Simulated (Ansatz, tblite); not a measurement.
Removing an electron: Li₂Al₃⁻. The state is a singlet with charge -1. Geometry: PBE-D4/def2-TZVPD. Ansatz, gas phase; energy differences of separate SCF runs; the oxidised species was run as a doublet alone.

```xyz
5

Li   -0.7225   -1.2432   -1.0948
Li   -0.5360    0.1038    1.7669
Al    1.5192   -1.3754    0.4281
Al   -1.3026    1.4344   -1.0245
Al    1.0420    1.0803   -0.0758
```

The xTB rows come from tblite. At PBE0-D4/def2-TZVPD a triplet of charge -1 lies 0.23 eV below the restricted singlet, each at its own geometry. The structure comes from a short search, and lower isomers may exist.

```csv
level,−HOMO (eV),vertical IE (eV),−LUMO (eV),HOMO–LUMO gap (eV),remarks
GFN1-xTB,4.88,5.47,4.74,0.15,–
GFN2-xTB,2.00,4.10,1.49,0.50,–
PBE-D4/def2-TZVPD,-0.48,1.31,-1.00,0.52,HOMO above zero (-1 singlet)
PBE0-D4/def2-TZVPD,0.11,1.30,-1.44,1.55,–
```

Run but left out: r2SCAN-D4/def2-TZVPD (singlet: restricted singlet, unstable towards broken spin symmetry).  A HOMO above zero means that the electron is unbound at that level or that self-interaction error raises the level; the energy of removing that electron tells which. Raw xTB energy differences between charge states are shifted by several eV; the methods need an empirical correction for them.
